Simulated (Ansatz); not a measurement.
TiO3H2. The state is a singlet with charge 0. Geometry PBE0-D4/def2-SVP.

```csv
atom,x (Å),y (Å),z (Å)
Ti1,0.4455,0.1632,0.2456
O2,-1.2847,-0.1187,0.6175
O3,-0.1756,-0.0842,-1.4170
O4,-1.4226,-0.4974,-0.7839
H5,1.0617,1.6988,0.6077
H6,1.3756,-1.1618,0.7301
```

The structure holds 2 bonds between oxygen atoms, so isomers without such links may lie far lower. No other spin state of charge 0 was run. Another isomer (singlet) lies 4.72 eV lower at PBE0-D4/def2-TZVP; other spin states weren't run for this one.

Q: Estimate the orbital energies around the gap (eV) in Ansatz with LDA (SPW92)/def2-TZVP, PBE-D4/def2-TZVP, r2SCAN-D4/def2-TZVP, PBE0-D4/def2-TZVP, ωB97M-V/def2-TZVP.

A: 
```tsv
orbital	LDA (SPW92)/def2-TZVP	PBE-D4/def2-TZVP	r2SCAN-D4/def2-TZVP	PBE0-D4/def2-TZVP	ωB97M-V/def2-TZVP
HOMO−9	-20.45	-20.55	-21.69	-23.26	-26.02
HOMO−8	-14.22	-13.91	-14.27	-15.41	-17.76
HOMO−7	-13.18	-12.90	-13.29	-14.51	-16.95
HOMO−6	-12.33	-12.05	-12.55	-14.09	-16.70
HOMO−5	-10.17	-9.93	-10.29	-11.51	-13.92
HOMO−4	-9.63	-9.38	-9.70	-10.89	-13.30
HOMO−3	-9.44	-9.17	-9.53	-10.82	-13.25
HOMO−2	-8.05	-7.95	-8.36	-9.49	-11.90
HOMO−1	-7.56	-7.48	-7.91	-9.11	-11.59
HOMO	-6.75	-6.55	-6.88	-8.21	-10.67
LUMO	-5.00	-4.66	-4.49	-3.39	-1.06
LUMO+1	-4.32	-4.01	-3.90	-2.85	-0.48
LUMO+2	-3.49	-3.21	-3.12	-2.37	-0.39
LUMO+3	-2.93	-2.62	-2.49	-1.74	0.20
LUMO+4	-2.65	-2.31	-2.23	-1.48	0.58
LUMO+5	-2.45	-2.22	-1.94	-0.61	1.73
```
